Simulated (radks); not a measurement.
Problem. Pb IV, configuration [Xe] 4f14 5d10 6s1. All-electron calculation, Dirac Kohn-Sham, Slater X-alpha with alpha = 0.925, spin-unpolarised, spherical densities, point nucleus. Program: a radial shooting solver on a logarithmic mesh with Libxc functionals.

Spin-orbit splittings of the eigenvalues, e(l+1/2) - e(l-1/2), with zeta = 2 splitting/(2l+1) and mean radii in bohr:

shell  occ.  splitting (eV)  zeta (eV)  <r> j=l-1/2  <r> j=l+1/2
2p        6            2207       1472      0.05472      0.06363
3p        6           494.0      329.3       0.1638       0.1800
3d       10           105.6      42.24       0.1562       0.1611
4p        6           121.6      81.07       0.3830       0.4173
4d       10           22.86      9.146       0.4210       0.4320
4f       14           5.245      1.499       0.4437       0.4499
5p        6           23.25      15.50       0.9003       0.9893
5d       10               ?          ?        1.217        1.256

Estimate the 5d splitting.

Solution. 2.873 eV (zeta = 1.149 eV).
